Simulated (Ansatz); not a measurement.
BH$_{2}$ClF$_{2}$, singlet: a nudged elastic band.

Input (in.yaml):

```yaml
crystal:
  periodic: [false, false, false]
  atoms:
    - {symbol: B, position_ang: [-0.178191, 0.649007, -0.711029]}
    - {symbol: Cl, position_ang: [0.042204, 1.970883, 0.399726]}
    - {symbol: F, position_ang: [0.837281, 0.176640, -1.391178]}
    - {symbol: F, position_ang: [-1.364542, 0.122032, -0.889308]}
    - {symbol: H, position_ang: [0.383130, -1.191948, 1.551515]}
    - {symbol: H, position_ang: [0.280019, -1.726614, 1.040274]}
basis:
  gaussian: {orbitals: def2-SVP}
hamiltonian: {xc: pbe0, dispersion: d4}
neb:
  images: 0
  climbing: true
  max_iterations: 30
  initial_path: idpp
  final_atoms:
    - {symbol: B, position_ang: [-0.181425, -0.650173, -0.866665]}
    - {symbol: Cl, position_ang: [0.258119, 1.652571, 1.312408]}
    - {symbol: F, position_ang: [0.789737, -0.201902, -1.630336]}
    - {symbol: F, position_ang: [-1.407461, -0.256425, -1.129522]}
    - {symbol: H, position_ang: [0.504375, 0.889446, 2.309716]}
    - {symbol: H, position_ang: [0.036556, -1.433515, 0.004401]}
```

Command:

```bash
ansatz run in.yaml --threads 2 --pin off --events-out ev --progress --plain --max-ram 4352MiB
```

The run's output (Ansatz 0.2.0):

```
Error: invalid value for `neb.images`: must be ≥ 1; got 0
```

Hardware: 2 CPU threads of an AMD EPYC 7R43, shared host. Wall time about 0.05 s.


The program refused the input. A band needs at least one image.